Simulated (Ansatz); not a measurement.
Ansatz (a quantum-chemistry and plane-wave program) input (PBE0/def2-TZVPD):

Ansatz 0.2 input:
```yaml
crystal:
  periodic: [false, false, false]
  atoms:
    - {symbol: F, position_ang: [-0.04514898, 1.56520838, 0.01877883]}
    - {symbol: C, position_ang: [-0.00856108, 0.29679236, 0.00356081]}
    - {symbol: Cl, position_ang: [1.45882399, -0.42502430, -0.00382508]}
    - {symbol: Cl, position_ang: [-1.43190004, -0.50836567, -0.00737341]}
basis:
  gaussian:
    orbitals: def2-TZVPD
hamiltonian:
  xc: {name: PBE0}
total_charge: 1
output: {forces: true}
```

End of the output:

```
integrals: 0.09 GiB planned
987 factors; their error is unknown
mean field: 0.76 GiB planned
mean field evaluation 1: about -28775.1279 eV, gradient 5.2e1 eV
mean field evaluation 2: about -28764.3969 eV, gradient 9.5e1 eV
mean field evaluation 4: about -28779.4150 eV, gradient 5.5e0 eV
mean field evaluation 8: about -28779.5467 eV, gradient 2.1e-1 eV
mean field evaluation 16: about -28779.5467 eV, gradient 4.3e-5 eV
mean field -28779.54672661 eV, -1057.6288347254 hartree, gradient 4.3e-5 eV, S^2 0.000000; 0 other end points of the search recorded, 0 dependent functions left out
the calculation of the forces begins
reference -28779.54675884 eV, -1057.6288359099 hartree; 24, 24 occupied and 145, 145 virtual orbitals, 987 factors
Total energy: -28779.54675884 eV, -1057.6288359099 hartree
Atom 0 at    -0.045149     1.565208     0.018779 Å, force     0.013437    -0.465815    -0.005589 eV/Å
Atom 1 at    -0.008561     0.296792     0.003561 Å, force    -0.003303     0.114502     0.001374 eV/Å
Atom 2 at     1.458824    -0.425024    -0.003825 Å, force    -0.371943     0.165079     0.001657 eV/Å
Atom 3 at    -1.431900    -0.508366    -0.007373 Å, force     0.361810     0.186234     0.002558 eV/Å
Dipole moment:     0.004314    -0.149556    -0.001794 e Å
```
